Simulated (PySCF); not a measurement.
# Stationary points of TeH4

All numbers come from PySCF, PBE, basis Te def2-TZVP with ECP28, H def2-TZVP (scalar-relativistic core potentials, no spin–orbit coupling, density fitting).

Relaxations began from a few typed shapes. The search is not exhaustive: other isomers or separated fragments can lie lower, and high-lying points may rest on an excited occupation.

(1) Order these stationary points by electronic energy, lowest first, in kJ/mol from the lowest minimum.
A. singlet Td: Te–H 1.953 Å (×4); H–Te–H 109.5° (×6)
B. singlet C4v: Te–H 1.751 Å (×4); H–Te–H 82.3° (×4), H–Te–H 137.1° (×2)
C. singlet D4h: Te–H 1.717 Å (×4); H–Te–H 90.0° (×4), H–Te–H 180.0° (×2)

(2) Which of them are minima?

## Answers

(1) B (0.0), C (70.7), A (254.6).

(2) By energy in kJ/mol, 0.0: minimum; 70.7: saddle point, 1 imaginary mode; 254.6: saddle point, 3 imaginary modes.

Counting electrons, tellurium keeps 2 of its valence electrons outside its bonds, so the VSEPR class is AX4E1 and the expected shape is see-saw (C2v). The calculation gives C4v instead.
